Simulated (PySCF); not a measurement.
C5H6OS.
Bonds: C1–S2, S2–C3, C3–C4 (aromatic), C4–C5 (aromatic), C5–O6 (aromatic), O6–C7 (aromatic), C3–C7 (aromatic). Hydrogens: H8, H9, H10 on C1; H11 on C4; H12 on C5; H13 on C7.

The same species was optimised twice, with GFN2-xTB and with PBE0-D3(BJ)/def2-SVP (PySCF), and the same property calculations (PySCF, gas phase) were run on both structures.

```
     coordinate  GFN2-xTB  PBE0-D3(BJ)/def2-SVP  change
      C1–S2 (Å)     1.815                 1.800  -0.015
      C3–C4 (Å)     1.423                 1.436  +0.013
      O6–C7 (Å)     1.348                 1.353  +0.005
      C3–C7 (Å)     1.366                 1.369  +0.003
      C4–C5 (Å)     1.358                 1.361  +0.003
      S2–C3 (Å)     1.750                 1.747  -0.003
      C5–O6 (Å)     1.342                 1.344  +0.002
   C1–S2–C3 (°)     100.9                 100.5    -0.4
   S2–C3–C7 (°)     129.7                 130.1    +0.4
   C5–O6–C7 (°)     107.2                 107.6    +0.4
   C4–C3–C7 (°)     105.9                 105.7    -0.2
   C4–C5–O6 (°)     111.0                 110.8    -0.2
   S2–C3–C4 (°)     124.4                 124.2    -0.2
   C3–C4–C5 (°)     105.7                 105.8    +0.1
   C3–C7–O6 (°)     110.2                 110.1    -0.1
C1–S2–C3–C4 (°)       180                   180       0
```

Rotational constants: A = 5891, B = 1507, C = 1209 MHz (GFN2-xTB) against A = 5871, B = 1504, C = 1206 MHz (PBE0-D3(BJ)/def2-SVP). Point groups within 0.08 Å: Cs and Cs. Atoms that the bonding makes alike are paired by their places after alignment.

On the GFN2-xTB structure: HOMO (eV) -6.02 [PBE0/pcSseg-1]; LUMO (eV) 0.27 [PBE0/pcSseg-1]; dipole (D) 0.93 [PBE0/pcSseg-1]; GIAO shielding of C1 (ppm) 167.7 [PBE0/pcSseg-1]; GIAO shielding of S2 (ppm) 538.7 [PBE0/pcSseg-1]; GIAO shielding of C3 (ppm) 54.8 [PBE0/pcSseg-1]; GIAO shielding of C4 (ppm) 70.6 [PBE0/pcSseg-1]; GIAO shielding of C5 (ppm) 38.4 [PBE0/pcSseg-1]; GIAO shielding of O6 (ppm) 37.9 [PBE0/pcSseg-1]; GIAO shielding of C7 (ppm) 49.4 [PBE0/pcSseg-1].

**Question.** What do these properties become on the PBE0-D3(BJ)/def2-SVP structure?

**Answer.** 
```csv
property,level,on GFN2-xTB,on PBE0-D3(BJ)/def2-SVP,change
HOMO (eV),PBE0/pcSseg-1,-6.02,-6.04,-0.02
LUMO (eV),PBE0/pcSseg-1,0.27,0.27,0.00
dipole (D),PBE0/pcSseg-1,0.93,0.91,-0.02
"energy, GFN2-xTB geometry as zero (kcal/mol)",PBE0/pcSseg-1,0.0,-0.4,-0.4
GIAO shielding of C1 (ppm),PBE0/pcSseg-1,167.7,166.3,-1.4
GIAO shielding of S2 (ppm),PBE0/pcSseg-1,538.7,540.7,+2.0
GIAO shielding of C3 (ppm),PBE0/pcSseg-1,54.8,53.9,-0.9
GIAO shielding of C4 (ppm),PBE0/pcSseg-1,70.6,69.0,-1.6
GIAO shielding of C5 (ppm),PBE0/pcSseg-1,38.4,36.9,-1.5
GIAO shielding of O6 (ppm),PBE0/pcSseg-1,37.9,34.5,-3.4
GIAO shielding of C7 (ppm),PBE0/pcSseg-1,49.4,48.0,-1.4
```

The heavy atoms differ by 0.008 Å rms after alignment. Among bonds between heavy atoms C1–S2 changes most (-0.015 Å). Changes are differences of the printed values. Neither structure is proved a minimum here.

Conformer computed: `[CH3:1][S:2][c:3]1[cH:4][cH:5][o:6][cH:7]1`: C1–S2–C3–C4 180°.
